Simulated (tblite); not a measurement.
Question: What does the GFN2-xTB structure of `[SiH3]N[Si@@H]1C=C(C=C1)C(=S)C` look like in three dimensions?

Answer: 
```
atom  x, y, z in Å
C1     3.5317   -0.1485    0.8179
C2     2.8091    0.2459   -0.4298
S3     3.6567    0.9128   -1.6670
C4     1.3821    0.0301   -0.5147
C5     0.6256   -0.5187    0.4650
Si6   -1.1724   -0.6399   -0.1007
N7    -2.2253    0.2087    0.9765
Si8   -3.9600    0.1602    1.0301
C9    -0.6759    0.1923   -1.7194
C10    0.6384    0.4231   -1.7205
H11    3.1289    0.3888    1.6768
H12    3.4139   -1.2160    1.0042
H13    4.5905    0.0787    0.7235
H14    1.0443   -0.8544    1.3974
H15   -1.6538   -2.0113   -0.2459
H16   -1.8122    1.0146    1.4193
H17   -4.3260    0.8635    2.2591
H18   -4.3267   -1.2530    1.0583
H19   -4.5629    0.8130   -0.1369
H20   -1.2956    0.4477   -2.5628
H21    1.1805    0.8792   -2.5349
```

Orientation and origin are arbitrary. Atoms count from 1 in this order. N7 (nitrogen bridging silicon atoms) is almost planar (angles 127.9°, 114.7° and 114.6°, sum 357.2°, 0.14 Å off the plane of its three neighbours). Si6 (SiH silicon) has angles from 88.7° to 118.6°. Of the pairs four or more bonds apart, S3···H21 is among the closest relative to their van der Waals radii: 2.62 Å, 87 % of the sum of Bondi's values. Si8 (SiH3 silicon) is distorted tetrahedral (angles from 105.2° to 112.7°).

Bonds between heavy atoms (Å): C1–C2 1.495, C2=S3 1.641, C2–C4 1.446, C4=C5 1.354, C5–Si6 1.889, Si6–N7 1.729, N7–Si8 1.736, Si6–C9 1.887, C9=C10 1.334, C4–C10 1.470.

The geometry is computed with GFN2-xTB (gas phase).

Point group: C1 (no symmetry element, even within 0.4 Å). Its GFN2-xTB frequencies are all real (lowest 19 cm⁻¹). One conformer, not necessarily the lowest (C1–C2–C4–C5 0°, C5–Si6–N7–Si8 -169°). 3 starts were optimised and ended at 0.00, 0.00 and 0.65 kcal/mol (GFN2-xTB); the lowest of these is shown.
